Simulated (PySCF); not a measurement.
Stepwise substitution at one centre (Ge OH-OCH3). Isolated molecules, 0 K electronic values unless said otherwise. One relaxed conformer stands for each flexible species; it need not be the lowest. Strings in code marks are SMILES.

The HOMO from two functionals at the same geometries (PBE0-D3(BJ)/def2-SVP), both in PySCF: PBE-D3(BJ)/def2-TZVP and PBE0-D3(BJ)/def2-TZVP. 

```
species                                                    PBE0-D3(BJ)/def2-TZVP (eV)
---------------------------------------------------------  --------------------------
0 of 4 OH replaced by OCH3 (`[OH][Ge]([OH])([OH])[OH]`)                         -9.21
1 of 4 OH replaced by OCH3 (`[Ge]([OH])([OH])([O]C)[OH]`)                       -8.27
2 of 4 OH replaced by OCH3 (`C[O][Ge]([OH])([OH])[O]C`)                         -8.15
3 of 4 OH replaced by OCH3 (`[O](C)[Ge]([O]C)([O]C)[OH]`)                       -8.09
4 of 4 OH replaced by OCH3 (`C[O][Ge]([O]C)([O]C)[O]C`)                         -8.05
```

### Question
What does PBE-D3(BJ)/def2-TZVP give for each?

### Answer

- 0 of 4 OH replaced by OCH3 (`[OH][Ge]([OH])([OH])[OH]`): -7.40
- 1 of 4 OH replaced by OCH3 (`[Ge]([OH])([OH])([O]C)[OH]`): -6.62
- 2 of 4 OH replaced by OCH3 (`C[O][Ge]([OH])([OH])[O]C`): -6.51
- 3 of 4 OH replaced by OCH3 (`[O](C)[Ge]([O]C)([O]C)[OH]`): -6.47
- 4 of 4 OH replaced by OCH3 (`C[O][Ge]([O]C)([O]C)[O]C`): -6.45
Over these rows, drawn at random from the members with no instability flagged (it was tested for open shells, ions and some series alone), PBE minus PBE0-D3(BJ): mean +1.67 eV, from +1.61 eV to +1.81 eV.
